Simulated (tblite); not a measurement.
Compound: C₄H₁₂AlN.
SMILES with atom numbers: `[CH2:1]=[C:2]([CH3:3])[Al@H-:4]([CH3:5])[NH3+:6]` (hydrogens: H7, H8 on C1; H9, H10, H11 on C3; H12 on Al4; H13, H14, H15 on C5; H16, H17, H18 on N6)
Bond orders are those of one Lewis drawing.

Computed with GFN2-xTB (tblite), gas phase: L-BFGS steps from a force-field or distance-geometry start until the largest atomic force falls under 0.01 eV/Å.

Step 89: E = -506.5412 eV
```
atom  x, y, z in Å  |  force x, y, z in eV/Å
C1      1.7579   -0.7768   -1.3067    0.008   0.008   0.015
C2      1.2391   -0.1416   -0.2545   -0.015   0.066  -0.010
C3      2.1321    0.2566    0.8927    0.002   0.021   0.023
Al4    -0.6956    0.2774   -0.6149    0.047   0.031   0.004
C5     -1.6888    1.7623    0.2823    0.025  -0.039   0.018
N6     -1.6128   -1.3733    0.3129   -0.035  -0.003  -0.031
H7      2.8042   -1.0437   -1.4113   -0.018  -0.016  -0.019
H8      1.1068   -1.0554   -2.1294    0.065  -0.025  -0.003
H9      2.0297   -0.4612    1.7094    0.009   0.000  -0.016
H10     3.1823    0.2962    0.5974   -0.016  -0.040   0.015
H11     1.8434    1.2320    1.2846   -0.028  -0.006  -0.042
H12    -1.1230   -0.1871   -2.0507   -0.019   0.021   0.008
H13    -1.2850    2.7519    0.0459    0.032   0.008  -0.001
H14    -2.7421    1.8020   -0.0143   -0.059  -0.010  -0.004
H15    -1.6824    1.6937    1.3776   -0.008   0.026  -0.001
H16    -2.0408   -1.2383    1.2231    0.020  -0.004   0.024
H17    -0.9089   -2.1004    0.3835    0.012  -0.038   0.010
H18    -2.3248   -1.6879   -0.3393   -0.023   0.001   0.009
```

Step 90: E = -506.5429 eV
```
atom  x, y, z in Å  |  force x, y, z in eV/Å
C1      1.7578   -0.7731   -1.3056    0.019   0.016   0.005
C2      1.2437   -0.1335   -0.2540   -0.027   0.047  -0.016
C3      2.1351    0.2586    0.8954   -0.001   0.017   0.050
Al4    -0.6923    0.2766   -0.6113    0.021   0.045  -0.008
C5     -1.6882    1.7619    0.2814    0.028  -0.036   0.030
N6     -1.6085   -1.3763    0.3133   -0.020  -0.025  -0.012
H7      2.8037   -1.0402   -1.4136   -0.022  -0.025  -0.018
H8      1.1029   -1.0511   -2.1261    0.075  -0.019  -0.003
H9      1.9895   -0.4398    1.7242    0.052   0.035  -0.043
H10     3.1911    0.2595    0.6156   -0.040  -0.067   0.024
H11     1.8754    1.2512    1.2641   -0.041  -0.009  -0.042
H12    -1.1323   -0.1919   -2.0455    0.001   0.023   0.027
H13    -1.3009    2.7552    0.0335    0.043   0.004  -0.005
H14    -2.7437    1.7851   -0.0087   -0.070  -0.013   0.005
H15    -1.6723    1.7035    1.3777   -0.015   0.024  -0.017
H16    -2.0205   -1.2633    1.2347    0.046  -0.009  -0.002
H17    -0.9126   -2.1155    0.3486   -0.036   0.001   0.011
H18    -2.3368   -1.6606   -0.3353   -0.013  -0.006   0.012
```

Step 91: E = -506.5444 eV
```
atom  x, y, z in Å  |  force x, y, z in eV/Å
C1      1.7590   -0.7709   -1.3045    0.034   0.018  -0.013
C2      1.2476   -0.1239   -0.2560   -0.033  -0.004  -0.029
C3      2.1360    0.2616    0.8971   -0.018   0.005   0.002
Al4    -0.6889    0.2763   -0.6098   -0.027   0.049  -0.018
C5     -1.6865    1.7597    0.2829    0.021  -0.018   0.037
N6     -1.6068   -1.3827    0.3117   -0.018   0.023  -0.018
H7      2.8041   -1.0393   -1.4147   -0.009  -0.031  -0.002
H8      1.1052   -1.0524   -2.1246    0.057  -0.002  -0.003
H9      1.9652   -0.4271    1.7273    0.067   0.013  -0.003
H10     3.1936    0.2424    0.6288   -0.006  -0.083   0.013
H11     1.8913    1.2601    1.2532   -0.062   0.059  -0.009
H12    -1.1419   -0.1858   -2.0440    0.022   0.018   0.042
H13    -1.3045    2.7527    0.0256    0.046   0.006  -0.014
H14    -2.7428    1.7767   -0.0057   -0.064  -0.017   0.012
H15    -1.6673    1.7143    1.3796   -0.021   0.009  -0.017
H16    -2.0072   -1.2750    1.2380    0.048   0.000   0.035
H17    -0.9174   -2.1274    0.3314   -0.017  -0.028   0.007
H18    -2.3475   -1.6528   -0.3278   -0.020  -0.018  -0.022
```

Task: Estimate the geometry and energy of step 92. (The exact step hangs on the optimiser's Hessian estimate; all steps are aligned on step 91, rigid shifts and turns removed.)

Result: E = -506.5451 eV, largest force 0.161 eV/Å
```
atom  x, y, z in Å  |  force x, y, z in eV/Å
C1      1.7587   -0.7632   -1.3023    0.034   0.017  -0.032
C2      1.2486   -0.1176   -0.2526   -0.022  -0.033  -0.031
C3      2.1341    0.2664    0.9023   -0.009   0.003   0.054
Al4    -0.6884    0.2725   -0.6067   -0.062   0.036  -0.016
C5     -1.6830    1.7583    0.2817   -0.013   0.019   0.041
N6     -1.6065   -1.3916    0.3102   -0.009  -0.070   0.021
H7      2.8032   -1.0282   -1.4228    0.009  -0.034   0.028
H8      1.1031   -1.0478   -2.1196    0.038   0.008  -0.016
H9      1.9209   -0.3952    1.7491    0.107   0.092  -0.077
H10     3.1961    0.2007    0.6503   -0.078  -0.073   0.044
H11     1.9187    1.2850    1.2259   -0.033  -0.016  -0.017
H12    -1.1468   -0.1927   -2.0391    0.032   0.016   0.044
H13    -1.3058    2.7485    0.0043    0.043  -0.005  -0.010
H14    -2.7455    1.7738    0.0117   -0.028  -0.027   0.020
H15    -1.6441    1.7287    1.3786   -0.023   0.005  -0.025
H16    -1.9840   -1.3131    1.2523    0.088  -0.011  -0.084
H17    -0.9219   -2.1456    0.2876   -0.127   0.078   0.007
H18    -2.3662   -1.6323   -0.3225    0.051  -0.005   0.048
```

The energy changes by -0.0007 eV. The first-order estimate −F·Δx gives -0.0023 eV and the mean of the old and new forces, exact on a quadratic surface, -0.0004 eV. The step makes an angle of 85° with the force vector and moves no atom by more than 0.059 Å.

What follows is the cost of the whole relaxation. Hardware: one thread of an Arm Neoverse N1, no GPU (shared host). Cost: 2.0 s.
